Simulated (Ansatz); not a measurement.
CH8AlBSi2. Total charge 0; spin multiplicity 1. The bonds changed during the relaxation, so this is another structure than the one it started from. All single points use the PBE0-D4/def2-TZVP geometry.

```xyz
13

B    -0.882    0.841    1.613
Si    0.287    1.390    0.264
C     0.274    0.650   -1.450
Si    0.359   -1.235   -1.133
Al   -0.230   -1.159    1.242
H    -0.963    1.267    2.722
H    -1.754    0.008    1.270
H     1.476    2.236    0.548
H    -0.676    0.892   -1.935
H     1.089    1.001   -2.085
H    -0.396   -2.006   -2.164
H     1.794   -1.629   -1.266
H    -0.379   -2.257    2.374
```

Q: What is the dipole moment at PBE/def2-TZVPP? (Estimate.)

A: Computed: 1.57 D, with components (0.45, 0.44, -1.45) D in this frame, pointing from negative to positive charge.

Q: And with r2SCAN, B3LYP, ωB97M-V? (An estimate is asked.)

A: Computed: r2SCAN 1.61 D, B3LYP 1.56 D, ωB97M-V 1.62 D.

Q: Give the Mulliken charges with PBE, B3LYP, ωB97M-V in def2-TZVPP. (An estimate is asked.)

A: The calculation gave: 
```csv
atom,PBE,B3LYP,ωB97M-V
B1,-0.04,-0.01,-0.23
Si2,0.07,0.10,0.10
C3,-0.27,-0.34,-0.42
Si4,0.03,0.11,0.04
Al5,0.19,0.20,0.22
H6,0.03,0.05,0.11
H7,0.01,-0.02,0.06
H8,-0.05,-0.06,-0.01
H9,0.13,0.12,0.15
H10,0.11,0.11,0.13
H11,-0.06,-0.07,-0.03
H12,-0.05,-0.07,-0.03
H13,-0.10,-0.12,-0.09
```

B3LYP here is the variant with VWN-RPA as its local correlation; programs differ in this.
